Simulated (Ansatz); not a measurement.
`O[SiH]1BN1` + `FB(Cl)OC(F)(F)F` → `O[Si]1(Cl)BN1` + `FBOC(F)(F)F`  (redistribution)

Isolated molecules relaxed with PBE0-D4/def2-TZVP in Ansatz; ΔE leaves out vibrations. CCSD(T)/CBS is the MP2 limit (def2-TZVPP, def2-QZVPP) plus CCSD(T) − MP2 in def2-TZVPP, frozen cores. One conformer a species, not always the lowest.

```tsv
species	CCSD(T)/CBS(def2) energy (Eh)
`O[SiH]1BN1`	-446.20554
`FB(Cl)OC(F)(F)F`	-997.12510
`O[Si]1(Cl)BN1`	-905.44476
`FBOC(F)(F)F`	-537.90160
```

(1) Work out ΔE.

Largest T1 diagnostic among the species: 0.014.

## Answers

(1) ΔE = (-905.44476) + (-537.90160) − (-446.20554) − (-997.12510) = -0.01572 Eh = -9.9 kcal/mol.

From BLYP to BHLYP (50 % exact exchange), in def2-TZVPP and without D4, ΔE moves by −0.9 kcal/mol. At CCSD(T), def2-SVP lies +6.3 kcal/mol from the extrapolated value and def2-TZVPP +1.1 kcal/mol. Leaving LDA and LC-ωPBE aside and taking each functional with its dispersion term where it has one, the values, not all of them listed here, spread over 2.0 kcal/mol, from BHLYP-D4 to B97M-V. LDA lies +1.1 kcal/mol from PBE without D4.
